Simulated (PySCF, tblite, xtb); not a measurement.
Bond stretch in Au2, singlet.

Methods: GFN2-xTB, 300 K electronic temperature (tblite); RKS-B3LYP/LANL2DZ = PySCF with restricted B3LYP/LANL2DZ, with its core potentials past Ne; GFN1-xTB (xtb); UCCSD(T) = PySCF with CCSD(T) on UHF/def2-TZVP, def2 effective core potentials past Kr.

Energies relative to the lowest point of each curve near equilibrium, in kJ/mol; the last columns give the difference from UCCSD(T):

```json
[
 {"R / Å": "2.02", "GFN2-xTB": "293.4", "RKS-B3LYP/LANL2DZ": "407.3", "GFN1-xTB": "378.8", "UCCSD(T)": "332.8", "GFN2-xTB − UCCSD(T)": "-39.4", "RKS-B3LYP/LANL2DZ − UCCSD(T)": "74.5", "GFN1-xTB − UCCSD(T)": "46.0"},
 {"R / Å": "2.14", "GFN2-xTB": "135.7", "RKS-B3LYP/LANL2DZ": "195.7", "GFN1-xTB": "147.3", "UCCSD(T)": "150.3", "GFN2-xTB − UCCSD(T)": "-14.5", "RKS-B3LYP/LANL2DZ − UCCSD(T)": "45.4", "GFN1-xTB − UCCSD(T)": "-2.9"},
 {"R / Å": "2.25", "GFN2-xTB": "54.5", "RKS-B3LYP/LANL2DZ": "87.6", "GFN1-xTB": "52.2", "UCCSD(T)": "60.1", "GFN2-xTB − UCCSD(T)": "-5.6", "RKS-B3LYP/LANL2DZ − UCCSD(T)": "27.5", "GFN1-xTB − UCCSD(T)": "-7.9"},
 {"R / Å": "2.37", "GFN2-xTB": "11.7", "RKS-B3LYP/LANL2DZ": "27.4", "GFN1-xTB": "9.7", "UCCSD(T)": "13.6", "GFN2-xTB − UCCSD(T)": "-1.9", "RKS-B3LYP/LANL2DZ − UCCSD(T)": "13.8", "GFN1-xTB − UCCSD(T)": "-4.0"},
 {"R / Å": "2.43", "GFN2-xTB": "2.7", "RKS-B3LYP/LANL2DZ": "12.1", "GFN1-xTB": "1.8", "UCCSD(T)": "3.8", "GFN2-xTB − UCCSD(T)": "-1.0", "RKS-B3LYP/LANL2DZ − UCCSD(T)": "8.3", "GFN1-xTB − UCCSD(T)": "-2.0"},
 {"R / Å": "2.52", "GFN2-xTB": "0.0", "RKS-B3LYP/LANL2DZ": "1.1", "GFN1-xTB": "0.0", "UCCSD(T)": "0.0", "GFN2-xTB − UCCSD(T)": "0.0", "RKS-B3LYP/LANL2DZ − UCCSD(T)": "1.1", "GFN1-xTB − UCCSD(T)": "0.0"},
 {"R / Å": "2.60", "GFN2-xTB": "5.4", "RKS-B3LYP/LANL2DZ": "0.0", "GFN1-xTB": "5.1", "UCCSD(T)": "4.4", "GFN2-xTB − UCCSD(T)": "1.0", "RKS-B3LYP/LANL2DZ − UCCSD(T)": "-4.4", "GFN1-xTB − UCCSD(T)": "0.7"},
 {"R / Å": "2.70", "GFN2-xTB": "18.9", "RKS-B3LYP/LANL2DZ": "5.8", "GFN1-xTB": "17.0", "UCCSD(T)": "16.3", "GFN2-xTB − UCCSD(T)": "2.6", "RKS-B3LYP/LANL2DZ − UCCSD(T)": "-10.4", "GFN1-xTB − UCCSD(T)": "0.7"},
 {"R / Å": "2.77", "GFN2-xTB": "31.3", "RKS-B3LYP/LANL2DZ": "13.1", "GFN1-xTB": "27.5", "UCCSD(T)": "28.2", "GFN2-xTB − UCCSD(T)": "3.1", "RKS-B3LYP/LANL2DZ − UCCSD(T)": "-15.2", "GFN1-xTB − UCCSD(T)": "-0.7"},
 {"R / Å": "2.96", "GFN2-xTB": "71.4", "RKS-B3LYP/LANL2DZ": "39.1", "GFN1-xTB": "60.4", "UCCSD(T)": "65.7", "GFN2-xTB − UCCSD(T)": "5.6", "RKS-B3LYP/LANL2DZ − UCCSD(T)": "-26.6", "GFN1-xTB − UCCSD(T)": "-5.4"},
 {"R / Å": "3.12", "GFN2-xTB": "107.4", "RKS-B3LYP/LANL2DZ": "63.6", "GFN1-xTB": "89.3", "UCCSD(T)": "96.8", "GFN2-xTB − UCCSD(T)": "10.6", "RKS-B3LYP/LANL2DZ − UCCSD(T)": "-33.2", "GFN1-xTB − UCCSD(T)": "-7.5"},
 {"R / Å": "3.40", "GFN2-xTB": "168.7", "RKS-B3LYP/LANL2DZ": "104.2", "GFN1-xTB": "136.9", "UCCSD(T)": "140.0", "GFN2-xTB − UCCSD(T)": "28.7", "RKS-B3LYP/LANL2DZ − UCCSD(T)": "-35.8", "GFN1-xTB − UCCSD(T)": "-3.1"},
 {"R / Å": "3.76", "GFN2-xTB": "236.4", "RKS-B3LYP/LANL2DZ": "146.9", "GFN1-xTB": "186.4", "UCCSD(T)": "168.9", "GFN2-xTB − UCCSD(T)": "67.5", "RKS-B3LYP/LANL2DZ − UCCSD(T)": "-22.0", "GFN1-xTB − UCCSD(T)": "17.5"},
 {"R / Å": "4.14", "GFN2-xTB": "289.8", "RKS-B3LYP/LANL2DZ": "180.2", "GFN1-xTB": "221.0", "UCCSD(T)": "181.1", "GFN2-xTB − UCCSD(T)": "108.7", "RKS-B3LYP/LANL2DZ − UCCSD(T)": "-1.0", "GFN1-xTB − UCCSD(T)": "39.8"},
 {"R / Å": "4.50", "GFN2-xTB": "323.7", "RKS-B3LYP/LANL2DZ": "202.2", "GFN1-xTB": "238.5", "UCCSD(T)": "186.1", "GFN2-xTB − UCCSD(T)": "137.6", "RKS-B3LYP/LANL2DZ − UCCSD(T)": "16.2", "GFN1-xTB − UCCSD(T)": "52.5"},
 {"R / Å": "5.07", "GFN2-xTB": "351.8", "RKS-B3LYP/LANL2DZ": "224.3", "GFN1-xTB": "247.3", "UCCSD(T)": "189.3", "GFN2-xTB − UCCSD(T)": "162.5", "RKS-B3LYP/LANL2DZ − UCCSD(T)": "35.0", "GFN1-xTB − UCCSD(T)": "58.0"},
 {"R / Å": "5.60", "GFN2-xTB": "360.0", "RKS-B3LYP/LANL2DZ": "236.0", "GFN1-xTB": "248.8", "UCCSD(T)": "190.5", "GFN2-xTB − UCCSD(T)": "169.5", "RKS-B3LYP/LANL2DZ − UCCSD(T)": "45.5", "GFN1-xTB − UCCSD(T)": "58.2"},
 {"R / Å": "6.13", "GFN2-xTB": "361.6", "RKS-B3LYP/LANL2DZ": "243.1", "GFN1-xTB": "249.3", "UCCSD(T)": "191.2", "GFN2-xTB − UCCSD(T)": "170.4", "RKS-B3LYP/LANL2DZ − UCCSD(T)": "51.9", "GFN1-xTB − UCCSD(T)": "58.1"},
 {"R / Å": "6.74", "GFN2-xTB": "362.1", "RKS-B3LYP/LANL2DZ": "248.2", "GFN1-xTB": "249.7", "UCCSD(T)": "191.6", "GFN2-xTB − UCCSD(T)": "170.5", "RKS-B3LYP/LANL2DZ − UCCSD(T)": "56.6", "GFN1-xTB − UCCSD(T)": "58.1"},
 {"R / Å": "7.62", "GFN2-xTB": "362.3", "RKS-B3LYP/LANL2DZ": "252.7", "GFN1-xTB": "250.0", "UCCSD(T)": "191.8", "GFN2-xTB − UCCSD(T)": "170.5", "RKS-B3LYP/LANL2DZ − UCCSD(T)": "60.9", "GFN1-xTB − UCCSD(T)": "58.2"}
]
```

GFN2-xTB is furthest from UCCSD(T) at 7.62 (170.5 kJ/mol, above); its mean absolute difference over the points is 63.6 kJ/mol.

RKS-B3LYP/LANL2DZ is furthest from UCCSD(T) at 2.02 (74.5 kJ/mol, above); its mean absolute difference over the points is 29.3 kJ/mol.

GFN1-xTB is furthest from UCCSD(T) at 5.60 (58.2 kJ/mol, above); its mean absolute difference over the points is 24.1 kJ/mol.

The restricted form behind RKS-B3LYP/LANL2DZ keeps the bonding electrons paired and can't separate into open-shell fragments. The unrestricted determinant behind UCCSD(T) is spin-contaminated at 2.77 to 7.62 Å (<S²> up to 1.0, against 0.00 for a pure singlet).
